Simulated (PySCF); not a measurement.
PySCF input for GeO2, SMILES [O]=[Ge]=[O], TDA-B3LYP/def2-SVPD. Geometry: TPSSh-D3(BJ)/def2-TZVP.

```python
import numpy as np
from pyscf import gto, scf, dft, tdscf

mol = gto.M(
    atom='''
    Ge    0.00000000    0.00000000    0.00000000
    O     0.00000000    0.00000000   -1.62287612
    O     0.00000000    0.00000000    1.62287612
    ''',
    basis='def2-SVPD',
    charge=0,
    spin=0,
    symmetry=True,
    symmetry_subgroup='D2h',
    max_memory=1600,
    verbose=4,
)
mf = dft.RKS(mol, xc='b3lyp').density_fit(auxbasis='def2-universal-jkfit')
mf.grids.level = 3
mf.conv_tol = 1e-9
mf.max_cycle = 100
mf.kernel()
mf.grids = dft.Grids(mol).set(level=1).build(with_non0tab=True)  # coarser grid for the response kernel
td = tdscf.TDA(mf)
td.singlet = True
td.nstates = 10
td.conv_tol = 1e-4
td.positive_eig_threshold = 1e-6
td.kernel(x0=td.get_init_guess(mf, 15))
td.analyze()
tt = tdscf.TDA(mf)
tt.singlet = False
tt.nstates = 4
tt.conv_tol = 1e-4
tt.positive_eig_threshold = 1e-6
tt.kernel(x0=tt.get_init_guess(mf, 9))
tt.analyze(verbose=3)
```

Log of the run:

```
PySCF version 2.14.0

[INPUT] verbose = 4
[INPUT] num. atoms = 3
[INPUT] num. electrons = 48
[INPUT] charge = 0
[INPUT] spin (= nelec alpha-beta = 2S) = 0
[INPUT] symmetry True subgroup D2h
[INPUT] Mole.unit = angstrom
[INPUT] Symbol           X                Y                Z      unit          X                Y                Z       unit  Magmom
[INPUT]  1 Ge     0.000000000000   0.000000000000   0.000000000000 AA    0.000000000000   0.000000000000   0.000000000000 Bohr   0.0
[INPUT]  2 O      0.000000000000   0.000000000000  -1.622876120000 AA    0.000000000000   0.000000000000  -3.066791400897 Bohr   0.0
[INPUT]  3 O      0.000000000000   0.000000000000   1.622876120000 AA    0.000000000000   0.000000000000   3.066791400897 Bohr   0.0

nuclear repulsion = 177.384089390927
point group symmetry = Dooh, use subgroup D2h
symmetry origin: [0. 0. 0.]
symmetry axis x: [1. 0. 0.]
symmetry axis y: [0. 1. 0.]
symmetry axis z: [0. 0. 1.]
num. orbitals of irrep Ag = 25
num. orbitals of irrep B1g = 6
num. orbitals of irrep B2g = 9
num. orbitals of irrep B3g = 9
num. orbitals of irrep Au = 2
num. orbitals of irrep B1u = 15
num. orbitals of irrep B2u = 9
num. orbitals of irrep B3u = 9
number of shells = 32
number of NR pGTOs = 146
number of NR cGTOs = 84
basis = def2-SVPD
ecp = {}


******** <class 'pyscf.df.df_jk.DFSymAdaptedRKS'> ********
method = DFSymAdaptedRKS
initial guess = minao
damping factor = 0
level_shift factor = 0
DIIS = <class 'pyscf.scf.diis.CDIIS'>
diis_start_cycle = 1
diis_space = 8
diis_damp = 0
SCF conv_tol = 1e-09
SCF conv_tol_grad = None
SCF max_cycles = 100
direct_scf = False
XC library pyscf.dft.libxc version 7.1.2
    S. Lehtola, C. Steigemann, M. J. T. Oliveira, and M. A. L. Marques,  SoftwareX 7, 1–5 (2018)
XC functionals = b3lyp
    P. J. Stephens, F. J. Devlin, C. F. Chabalowski, and M. J. Frisch,  J. Phys. Chem. 98, 11623 (1994)
radial grids:
    Treutler-Ahlrichs [JCP 102, 346 (1995); DOI:10.1063/1.469408] (M4) radial grids

becke partition: Becke, JCP 88, 2547 (1988); DOI:10.1063/1.454033
pruning grids: <function nwchem_prune>
grids dens level: 3
symmetrized grids: True
atomic radii adjust function: <function treutler_atomic_radii_adjust>
small_rho_cutoff = 0
Freeze 0 electrons in irreps []
    48 free electrons in irreps Ag B1g B2g B3g Au B1u B2u B3u
Set gradient conv threshold to 3.16228e-05
Initial guess from minao.
tot grids = 48808
******** <class 'pyscf.df.df.DF'> ********
auxbasis = def2-universal-jkfit
init E= -2226.65662664585
HOMO (B3g) = -0.422883991941544  LUMO (Ag) = -0.173083626648675  gap/eV = 6.79741
cycle= 1 E= -2226.68335092845  delta_E= -0.0267  |g|= 1.38  |ddm|= 2.92
HOMO (B2g) = -0.152183374852489  LUMO (Ag) = -0.0650868185049531  gap/eV = 2.37002
cycle= 2 E= -2224.36136323939  delta_E= 2.32  |g|=  3.4  |ddm|= 4.82
HOMO (B3g) = -0.35195466759629  LUMO (Ag) = -0.143459168581005  gap/eV = 5.67345
cycle= 3 E= -2227.07179049226  delta_E= -2.71  |g|= 0.147  |ddm|= 3.71
HOMO (B2g) = -0.334739086785776  LUMO (Ag) = -0.133873125779241  gap/eV = 5.46584
cycle= 4 E= -2227.07505975679  delta_E= -0.00327  |g|= 0.114  |ddm|= 0.219
HOMO (B3g) = -0.342240047977758  LUMO (Ag) = -0.138027480984278  gap/eV = 5.55691
cycle= 5 E= -2227.07700191377  delta_E= -0.00194  |g|= 0.0127  |ddm|= 0.0746
HOMO (B3g) = -0.342076144975233  LUMO (Ag) = -0.137020610723071  gap/eV = 5.57985
cycle= 6 E= -2227.07703974302  delta_E= -3.78e-05  |g|= 0.0026  |ddm|= 0.02
HOMO (B3g) = -0.342414488789362  LUMO (Ag) = -0.137288122980304  gap/eV = 5.58177
cycle= 7 E= -2227.07704098104  delta_E= -1.24e-06  |g|= 0.000735  |ddm|= 0.00206
HOMO (B3g) = -0.342437963409167  LUMO (Ag) = -0.137276908115131  gap/eV = 5.58272
cycle= 8 E= -2227.07704110095  delta_E= -1.2e-07  |g|= 0.000106  |ddm|= 0.000658
HOMO (B3g) = -0.342440945918572  LUMO (Ag) = -0.13727374231595  gap/eV = 5.58288
cycle= 9 E= -2227.07704110337  delta_E= -2.42e-09  |g|= 1.97e-06  |ddm|= 0.000114
HOMO (B3g) = -0.342441139541942  LUMO (Ag) = -0.137273960072938  gap/eV = 5.58288
cycle= 10 E= -2227.07704110337  delta_E= 2.27e-12  |g|= 3.98e-07  |ddm|= 4.25e-06
HOMO (B3g) = -0.342441044078564  LUMO (Ag) = -0.137273925609008  gap/eV = 5.58288
Extra cycle  E= -2227.07704110338  delta_E= -1.5e-11  |g|= 1.04e-06  |ddm|= 1.38e-06
converged SCF energy = -2227.07704110338
tot grids = 17776
Overwritten attributes  positive_eig_threshold  of <class 'pyscf.tdscf.rks.TDA'>


******** <class 'pyscf.tdscf.rks.TDA'> for <class 'pyscf.df.df_jk.DFSymAdaptedRKS'> ********
nstates = 10 singlet
deg_eia_thresh = 1.000e-03
wfnsym = None
conv_tol = 0.0001
eigh lindep = 1e-12
eigh level_shift = 0
eigh max_cycle = 100


Excitation energies (eV)
[3.9942524  3.9942524  5.46501962 5.46501962 5.83284261 5.94484717
 6.01792983 6.01796538 7.04178091 7.30002012]

** Singlet excitation energies and oscillator strengths **
Excited State   1:  B3g      3.99425 eV    310.41 nm  f=0.0000
      24 -> 25       -0.70545
Excited State   2:  B2g      3.99425 eV    310.41 nm  f=0.0000
      23 -> 25       -0.70545
Excited State   3:  B2u      5.46502 eV    226.87 nm  f=0.0620
      21 -> 25       -0.70291
Excited State   4:  B3u      5.46502 eV    226.87 nm  f=0.0620
      22 -> 25       -0.70291
Excited State   5:   Au      5.83284 eV    212.56 nm  f=0.0000
      23 -> 26        0.49951
      24 -> 27       -0.49951
Excited State   6:  B1u      5.94485 eV    208.56 nm  f=0.0182
      20 -> 25        0.55831
      23 -> 27       -0.30584
      24 -> 26       -0.30584
Excited State   7:   Au      6.01793 eV    206.02 nm  f=0.0000
      23 -> 26        0.49963
      24 -> 27        0.49963
Excited State   8:  B1u      6.01797 eV    206.02 nm  f=0.0000
      23 -> 27        0.49963
      24 -> 26       -0.49963
Excited State   9:  B1g      7.04178 eV    176.07 nm  f=0.0000
      21 -> 27       -0.49917
      22 -> 26        0.49917
Excited State  10:  B1g      7.30002 eV    169.84 nm  f=0.0000
      21 -> 27        0.49969
      22 -> 26        0.49969

** Transition electric dipole moments (AU) **
state          X           Y           Z        Dip. S.      Osc.
  1        -0.0000      0.0000     -0.0000      0.0000      0.0000
  2         0.0000     -0.0000     -0.0000      0.0000      0.0000
  3         0.0000     -0.6803     -0.0000      0.4627      0.0620
  4        -0.6803     -0.0000     -0.0000      0.4627      0.0620
  5        -0.0000      0.0000      0.0000      0.0000      0.0000
  6         0.0000     -0.0000      0.3538      0.1252      0.0182
  7         0.0000     -0.0000      0.0000      0.0000      0.0000
  8        -0.0000      0.0000      0.0000      0.0000      0.0000
  9         0.0000      0.0000      0.0000      0.0000      0.0000
 10         0.0000      0.0000      0.0000      0.0000      0.0000

** Transition velocity dipole moments (imaginary part, AU) **
state          X           Y           Z        Dip. S.      Osc.
  1        -0.0000      0.0000      0.0000      0.0000      0.0000
  2         0.0000     -0.0000     -0.0000      0.0000      0.0000
  3         0.0000     -0.0670      0.0000      0.0045      0.0149
  4        -0.0670     -0.0000     -0.0000      0.0045      0.0149
  5        -0.0000     -0.0000     -0.0000      0.0000      0.0000
  6         0.0000     -0.0000      0.0735      0.0054      0.0165
  7        -0.0000      0.0000     -0.0000      0.0000      0.0000
  8        -0.0000      0.0000      0.0000      0.0000      0.0000
  9         0.0000      0.0000      0.0000      0.0000      0.0000
 10         0.0000      0.0000      0.0000      0.0000      0.0000

** Transition magnetic dipole moments (imaginary part, AU) **
state          X           Y           Z
  1         0.0382     -0.0000     -0.0000
  2         0.0000     -0.0382     -0.0000
  3        -0.0000      0.0000     -0.0000
  4        -0.0000      0.0000     -0.0000
  5        -0.0000      0.0000     -0.0000
  6        -0.0000      0.0000      0.0000
  7        -0.0000      0.0000      0.0000
  8        -0.0000     -0.0000      0.0000
  9         0.0000      0.0000     -0.0000
 10         0.0000     -0.0000      0.0000


******** <class 'pyscf.tdscf.rks.TDA'> for <class 'pyscf.df.df_jk.DFSymAdaptedRKS'> ********
nstates = 4 triplet
deg_eia_thresh = 1.000e-03
wfnsym = None
conv_tol = 0.0001
eigh lindep = 1e-12
eigh level_shift = 0
eigh max_cycle = 100


Excitation energies (eV)
[3.43705984 3.43705984 4.63218505 4.63218505]

** Triplet excitation energies and oscillator strengths **
Excited State   1:  B3g      3.43706 eV    360.73 nm  f=0.0000
Excited State   2:  B2g      3.43706 eV    360.73 nm  f=0.0000
Excited State   3:  B2u      4.63219 eV    267.66 nm  f=0.0000
Excited State   4:  B3u      4.63219 eV    267.66 nm  f=0.0000
```

Self-consistency was reached.

Cost: roughly 9 core-seconds.
